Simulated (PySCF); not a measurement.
# H₃MoN + F₂ → HMoN + 2 HF

Level: PBE0 in the def2-TZVP basis family, computed in PySCF with density fitting; scalar-relativistic core potentials for atoms from Rb on, none lighter, no spin–orbit coupling; open shells unrestricted.

```
species                                                                   state and structure      E (Eh)  ZPE (kJ/mol)  H(298 K) − H(0) (kJ/mol)  S° (J/(mol K))
  H₃MoN  singlet, C3v, Mo–H 1.699 Å (×3), Mo–N 1.612 Å; H–Mo–H 118.3° (×3), H–Mo–N 97.5° (×3)  -124.63123          64.2                      11.3           252.1
     F₂                                                             singlet, D∞h, F–F 1.376 Å  -199.40856           6.6                       8.7           201.9
   HMoN                                triplet, Cs, Mo–H 1.717 Å, Mo–N 1.615 Å; H–Mo–N 100.4°  -123.42806          21.2                      10.4           261.3
     HF                                                             singlet, C∞v, H–F 0.920 Å  -100.39188          24.9                       8.7           173.6
```

**Question.** What is the electronic reaction energy?

**Answer.** At PBE0/def2-TZVP, ΔE = -451.7 kJ/mol from the differences of the total energies times 2625.5, downhill. 

**Question.** Add zero-point, thermal and entropy terms for 298.15 K and 1 bar.

**Answer.** ΔZPE = 0.2 and Δ[H(298) − H(0)] = 7.8 kJ/mol give ΔH° = -443.7 kJ/mol. ΔS° = 154.5 J/(mol K), so ΔG° = -443.7 − 298.15 × (0.1545) = -490 kJ/mol.

Open d or f shells are single determinants, so the state found may not be the ground state. Only the bonding shown was studied: isomers, or loss of a ligand pair, can lie lower.
